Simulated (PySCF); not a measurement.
Compound: C₂F₄O.
Numbering: `[O:1]=[C:2]([F:3])[C:4]([F:5])([F:6])[F:7]`

Computed by this run: PBE0-D3(BJ)/def2-SVP geometry optimisation, gas phase in PySCF 2.14.0; density fitting, grid level 1; the optimiser is geomeTRIC in internal coordinates, started from a GFN2-xTB structure with every atom displaced at random (about 0.01 Å).

Step 3: E = -14962.2541 eV
```
atom  x, y, z in Å  |  force x, y, z in eV/Å
O1      1.3159    0.7477   -1.1352    0.294  -0.394  -0.147
C2      0.7661   -0.0946   -0.5268   -0.612   0.470   0.475
F3      1.1165   -1.3615   -0.4194    0.332   0.037  -0.304
C4     -0.5043    0.1277    0.3150   -0.148   0.155   0.367
F5     -0.2856   -0.2603    1.5707    0.119   0.120  -0.080
F6     -1.5027   -0.5896   -0.1639   -0.239  -0.314  -0.292
F7     -0.8668    1.3981    0.3089    0.254  -0.074  -0.019
```

Step 4: E = -14962.2772 eV
```
atom  x, y, z in Å  |  force x, y, z in eV/Å
O1      1.3224    0.7301   -1.1371    0.038   0.057   0.034
C2      0.7564   -0.0854   -0.5076   -0.044   0.038  -0.160
F3      1.1199   -1.3529   -0.4448    0.053  -0.096   0.038
C4     -0.5141    0.1287    0.3265    0.138   0.048   0.108
F5     -0.2863   -0.2508    1.5819   -0.109   0.078  -0.113
F6     -1.4997   -0.6038   -0.1742   -0.057  -0.004   0.038
F7     -0.8594    1.4017    0.3048   -0.019  -0.121   0.054
```

**Question.** Estimate the geometry and energy of step 5. (The exact step hangs on the optimiser's Hessian estimate; all steps are aligned on step 4, rigid shifts and turns removed.)

**Answer.** E = -14962.2789 eV, largest force 0.084 eV/Å
```
atom  x, y, z in Å  |  force x, y, z in eV/Å
O1      1.3262    0.7332   -1.1337   -0.026  -0.010   0.014
C2      0.7549   -0.0881   -0.5161    0.033   0.036   0.004
F3      1.1289   -1.3539   -0.4445   -0.005  -0.024  -0.009
C4     -0.5146    0.1263    0.3243    0.027   0.030   0.074
F5     -0.2904   -0.2467    1.5798    0.000  -0.019  -0.047
F6     -1.5090   -0.6015   -0.1677   -0.005  -0.025  -0.011
F7     -0.8571    1.3982    0.3072   -0.023   0.011  -0.024
```

The energy changes by -0.0017 eV. The first-order estimate −F·Δx gives -0.0042 eV and the mean of the old and new forces, exact on a quadratic surface, -0.0017 eV. The step makes an angle of 55° with the force vector and moves no atom by more than 0.012 Å.

The cost below is that of the whole optimisation. The run took 22 s of wall time on one thread, Intel Xeon Platinum 8559C (x86_64), no GPU, shared host with 192 logical CPUs at a one-minute load of 32, and the process peaked at 0.41 GiB of memory.
